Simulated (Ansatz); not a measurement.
Two isomers of CH8O4Si2: A = `CO[SiH2]O[SiH](O)O`, B = `C[SiH](O)[Si](O)(O)O`.

Computed with Ansatz on PBE0-D4/def2-TZVP structures; ΔE is electronic, products minus reactants. CCSD(T)/CBS adds triple-zeta CCSD(T) − MP2 to the extrapolated MP2 energy (def2 sets, frozen cores). DFT in def2-TZVPP. B3LYP here is the variant with VWN-RPA as its local correlation; programs differ in this. Each species was taken in one conformer, which may not be the lowest.

Which isomer does CCSD(T)/CBS put lower? Give the gap. (Estimate.)

Computed: A, by 48.3 kJ/mol.

Give E(B) − E(A) in kJ/mol with MP2/def2-TZVPP, PBE0-D4, CCSD/def2-TZVPP, CCSD(T)/def2-TZVPP, HF/def2-TZVPP, B3LYP-D4, B3LYP. (Best estimate.)

Ansatz gave: MP2/def2-TZVPP 51.8, PBE0-D4 29.3, CCSD/def2-TZVPP 56.8, CCSD(T)/def2-TZVPP 52.3, HF/def2-TZVPP 89.4, B3LYP-D4 50.4, B3LYP 52.6. None reverses the order clearly.

Largest T1 diagnostic: 0.012.

In def2-TZVPP, CCSD(T) changes the Hartree–Fock value by −37.1 kJ/mol (the triples alone add −4.5 kJ/mol) and MP2 by −37.6 kJ/mol. From PBE to PBE0 (25 % exact exchange), in def2-TZVPP and without D4, E(B) − E(A) moves by +10.5 kJ/mol.
